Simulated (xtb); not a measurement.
CF3O3S, charge -1, singlet, at a GFN2-xTB geometry; GFN2-xTB (xtb).

xtb was given this input:
```
$ xtb mol.xyz --gfn 2 --chrg -1 --opt --json

# file mol.xyz
8

O      1.43759940    -0.31893974     1.17113549
S      0.92357543    -0.03591358    -0.15049648
O      1.20167442     1.28840781    -0.66027026
O      1.03510126    -1.11234754    -1.10960410
C     -0.92892797     0.03612172     0.15136868
F     -1.26275110     0.99198614     1.03329425
F     -1.40924817    -1.11942013     0.63811600
F     -1.61673848     0.29420318    -0.97256107
```

Task: Predict the main parts of the log of this xtb run.

Result: 
```
   ID    Z sym.   atoms
    1    8 O      1, 3, 4
    2   16 S      2
    3    6 C      5
    4    9 F      6-8

           -------------------------------------------------
          |                Calculation Setup                |
           -------------------------------------------------

           -------------------------------------------------
          |                 G F N 2 - x T B                 |
           -------------------------------------------------

          ...................................................
          :                      SETUP                      :
          :.................................................:
          :  # basis functions                  38          :
          :  # atomic orbitals                  37          :
          :  # shells                           17          :
          :  # electrons                        50          :
          :  max. iterations                   250          :
          :  Hamiltonian                  GFN2-xTB          :
          :  restarted?                      false          :
          :  GBSA solvation                  false          :
          :  PC potential                    false          :
          :  electronic temp.          300.0000000     K    :
          :  accuracy                    1.0000000          :
          :  -> integral cutoff          0.2500000E+02      :
          :  -> integral neglect         0.1000000E-07      :
          :  -> SCF convergence          0.1000000E-05 Eh   :
          :  -> wf. convergence          0.1000000E-03 e    :
          :  Broyden damping             0.4000000          :
          :  net charge                         -1          :
          :  unpaired electrons                  0          :
          ...................................................

 iter      E             dE          RMSdq      gap      omega  full diag
   1    -32.0611389 -0.320611E+02  0.865E+00    7.82       0.0  T
   2    -32.1395219 -0.783830E-01  0.592E+00    8.39       1.0  T
   3    -32.1484746 -0.895273E-02  0.279E+00    8.27       1.0  T
   4    -32.1526750 -0.420038E-02  0.624E-01    8.20       1.0  T
   5    -32.1529893 -0.314329E-03  0.348E-01    8.23       1.0  T
   6    -32.1531007 -0.111402E-03  0.107E-01    8.23       1.0  T
   7    -32.1531106 -0.990479E-05  0.671E-02    8.22       1.0  T
   8    -32.1531168 -0.614986E-05  0.556E-03    8.21       6.4  T
   9    -32.1531168 -0.248765E-07  0.316E-03    8.21      11.2  T
  10    -32.1531168 -0.106003E-07  0.462E-04    8.21      76.5  T
  11    -32.1531168 -0.271022E-09  0.586E-05    8.21     603.3  T

   *** convergence criteria satisfied after 11 iterations ***

         :::::::::::::::::::::::::::::::::::::::::::::::::::::
         ::                     SUMMARY                     ::
         :::::::::::::::::::::::::::::::::::::::::::::::::::::
         :: total energy             -32.054461274173 Eh    ::
         :: gradient norm              0.000019954041 Eh/a0 ::
         :: HOMO-LUMO gap              8.214228328892 eV    ::
         ::.................................................::
         :: SCC energy               -32.153114600320 Eh    ::
         :: -> isotropic ES            0.212458707091 Eh    ::
         :: -> anisotropic ES         -0.013599732362 Eh    ::
         :: -> anisotropic XC         -0.024921006139 Eh    ::
         :: -> dispersion             -0.007060952310 Eh    ::
         :: repulsion energy           0.098653326147 Eh    ::
         :: add. restraining           0.000000000000 Eh    ::
         :: total charge              -1.000000000000 e     ::
         :::::::::::::::::::::::::::::::::::::::::::::::::::::

      -----------------------------------------------------------
     |                   =====================                   |
     |                        A N C O P T                        |
     |                   =====================                   |
[...]
 * total energy  :   -32.0544613 Eh     change       -0.1520561E-11 Eh
   *** GEOMETRY OPTIMIZATION CONVERGED AFTER 1 ITERATIONS ***
         :: total energy             -32.054461274175 Eh    ::
[...]
        21        2.0000           -0.2960780              -8.0567
        22        2.0000           -0.2781877              -7.5699
        23        2.0000           -0.2781877              -7.5699
        24        2.0000           -0.2650265              -7.2117
        25        2.0000           -0.2634591              -7.1691 (HOMO)
        26                          0.0384085               1.0451 (LUMO)
        27                          0.0825094               2.2452
        28                          0.1293934               3.5210
        29                          0.1293934               3.5210
        30                          0.2567458               6.9864
        31                          0.2567458               6.9864
        32                          0.2576423               7.0108
        33                          0.3873517              10.5404
        34                          0.3873517              10.5404
        35                          0.7935081              21.5925
        36                          1.3778394              37.4929
        37                          1.3778394              37.4929
      -------------------------------------------------------------
                  HL-Gap            0.3018676 Eh            8.2142 eV
             Fermi-level           -0.1125253 Eh           -3.0620 eV

     #   Z          covCN         q      C6AA      α(0)
     1   8 O        0.860    -0.633    26.949     6.960
     2  16 S        3.567     1.184   101.537    16.960
     3   8 O        0.860    -0.633    26.949     6.960
     4   8 O        0.860    -0.633    26.949     6.960
     5   6 C        3.313     0.364    19.334     7.014
     6   9 F        0.798    -0.216    11.402     3.989
     7   9 F        0.798    -0.216    11.402     3.989
     8   9 F        0.798    -0.216    11.402     3.989

 Mol. C6AA /au·bohr⁶  :       1587.324366
 Mol. C8AA /au·bohr⁸  :      41693.699477
 Mol. α(0) /au        :         56.820674

Wiberg/Mayer (AO) data.
largest (>0.10) Wiberg bond orders for each atom

 ---------------------------------------------------------------------------
     #   Z sym  total        # sym  WBO       # sym  WBO       # sym  WBO
 ---------------------------------------------------------------------------
     1   8 O    1.829 --     2 S    1.514     3 O    0.113     4 O    0.113
     2  16 S    5.238 --     3 O    1.514     1 O    1.514     4 O    1.514
                             5 C    0.644
     3   8 O    1.829 --     2 S    1.514     1 O    0.113     4 O    0.113
     4   8 O    1.829 --     2 S    1.514     1 O    0.113     3 O    0.113
     5   6 C    3.713 --     6 F    0.950     8 F    0.950     7 F    0.950
                             2 S    0.644
     6   9 F    1.068 --     5 C    0.950
     7   9 F    1.068 --     5 C    0.950
     8   9 F    1.068 --     5 C    0.950
 ---------------------------------------------------------------------------

Topologies differ in total number of bonds
Writing topology from bond orders to xtbtopo.mol

molecular dipole:
                 x           y           z       tot (Debye)
 q only:       -1.219       0.047       0.199
   full:       -1.404       0.055       0.229       3.618
molecular quadrupole (traceless):
                xx          xy          yy          xz          yz          zz
 q only:       -1.823       0.108       0.946       0.452      -0.018       0.877
  q+dip:       -0.345       0.020       0.179       0.086      -0.003       0.166
   full:       -0.372       0.022       0.193       0.092      -0.004       0.179

optimized geometry written to: xtbopt.xyz

           -------------------------------------------------
          | TOTAL ENERGY              -32.054461274175 Eh   |
          | GRADIENT NORM               0.000020580349 Eh/α |
          | HOMO-LUMO GAP               8.214234888978 eV   |
           -------------------------------------------------

normal termination of xtb
```
